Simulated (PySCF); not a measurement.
Si(F)2(NHMe)(OH) (CH5F2NOSi), SMILES CN[Si](O)(F)F. Atoms are numbered in the order given.

```xyz
11

C     -2.3853    -0.0326    -0.0266
N     -1.1364     0.7093     0.0566
Si     0.4190     0.0084     0.0130
O      0.5382    -1.1584    -1.1549
F      1.4670     1.2359    -0.1840
F      0.8963    -0.7536     1.3654
H     -2.8618    -0.2179     0.9632
H     -2.1920    -1.0217    -0.4882
H     -3.1290     0.4881    -0.6685
H     -1.2214     1.6636     0.4138
H      0.2298    -0.8724    -2.0320
```

Geometry: PBE-D3(BJ)/def2-SVP. This is a generated structure with no PubChem entry under its InChIKey; it may be hypothetical. Other conformers were not sampled.

Calculation: PySCF with PBE-D3(BJ)/def2-SVP.

Frequencies are harmonic and unscaled.

```csv
mode,ν (cm⁻¹),IR (km/mol),moving atoms (share of kinetic energy)
1,70,0.1,"C 26 %, H 24 %, F 20 %, N 17 %, O 10 %"
2,138,4.9,"H 60 %, F 19 %, C 12 %"
3,160,1.6,"H 55 %, C 16 %, O 15 %, F 10 %"
4,216,15.8,"F 36 %, H 30 %, N 22 %, O 13 %"
5,268,27.2,"F 46 %, O 22 %, H 13 %, C 9 %"
6,321,27.0,"H 40 %, F 38 %, Si 9 %, O 8 %"
7,336,27.3,"H 31 %, F 23 %, N 19 %, Si 16 %, O 11 %"
8,345,56.9,"F 35 %, O 22 %, Si 16 %, H 13 %"
9,414,53.7,"F 22 %, N 22 %, Si 19 %, H 18 %, O 13 %"
10,459,95.2,"H 77 %, N 11 %"
11,704,0.9,"F 31 %, N 27 %, O 26 %, H 9 %"
12,797,159.6,"H 73 %, O 14 %, F 11 %"
13,878,179.9,"Si 45 %, F 24 %, N 10 %"
14,946,190.0,"Si 48 %, F 40 %"
15,960,127.4,"Si 46 %, O 28 %, F 13 %, H 13 %"
16,1062,26.8,"H 78 %, C 10 %"
17,1106,0.4,"H 76 %, C 19 %"
18,1140,108.7,"N 40 %, C 34 %, H 24 %"
19,1355,79.1,"H 61 %, N 27 %, C 11 %"
20,1399,6.9,"H 86 %, C 13 %"
21,1420,3.8,H 97 %
22,1450,8.9,H 94 %
23,2932,74.4,H 97 %
24,2999,33.2,"H 91 %, C 9 %"
25,3054,12.0,"H 91 %, C 9 %"
26,3527,26.5,H 93 %
27,3775,79.5,H 94 %
```
